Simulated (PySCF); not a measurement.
WO2FCl, SMILES [Cl][W](=[O])([F])=[O], multiplicity 1.

Geometry optimised at B3LYP-D3(BJ)/def2-SVP. The multiplicity is an assumed one; no other spin state was optimised. The structure was generated by enumeration; whether it is a known compound was not checked. The def2 effective core potentials stand for the cores of W; spin–orbit coupling is left out.

Two levels are set side by side: PBE/def2-TZVP (PySCF) and HF/def2-TZVP (PySCF). Same geometry, gas phase. Differences are taken from unrounded values.

| quantity | HF | PBE | PBE minus HF |
|---|---|---|---|
| orbital gap (eV) | 13.95 | 4.34 | -9.61 |
| highest occupied level (eV) | -13.65 | -8.15 | 5.50 |
| lowest empty level (eV) | 0.30 | -3.81 | -4.11 |
| dipole moment (D) | 2.30 | 1.72 | -0.58 |
| mean polarisability (bohr³) | 47.4 | 53.8 | 6.5 |

PBE's occupied levels lie high since its potential decays too fast outside the molecule; exact exchange lowers them and widens the gap. PBE's more diffuse valence density responds more strongly to a field. Differences between two approximate levels are no errors against the true value.

Rough cost on one machine, each run with all the roots and properties that it gave: HF against PBE about 1/2.
